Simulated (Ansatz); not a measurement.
Diatomic CrMo, closed-shell singlet (the spin of the measured ground state). No spin–orbit coupling. Cr is treated without relativity. The T1 diagnostic near the minimum is 0.068, so single-reference values are doubtful.

| level | bond energy D_e (kcal/mol) |
|---|---|
| SVWN5/def2-TZVPP | 97.25 |
| PBE/def2-TZVPP | 55.92 |
| r2SCAN/def2-TZVPP | 1.41 |
| B97M-V/def2-TZVPP | -9.87 |
| B3LYP/def2-TZVPP | 7.84 |
| PBE0/def2-TZVPP | -25.78 |
| BHLYP/def2-TZVPP | -77.00 |
| CAM-B3LYP/def2-TZVPP | -16.81 |

The rows run from -77.00 (BHLYP/def2-TZVPP) to 97.25 kcal/mol (SVWN5/def2-TZVPP). The 8 functionals in def2-TZVPP without D3 or D4 span 174.25, from BHLYP to SVWN5.

D_e counts from the fitted minimum to each atom's lowest state at the same level, without counterpoise. The singlet is restricted.

Programs: Ansatz (Gaussian orbitals). Each number belongs to the level named beside it. In def2 rows elements past Kr take small-core potentials, without spin–orbit coupling.

Ansatz is a first-principles code.
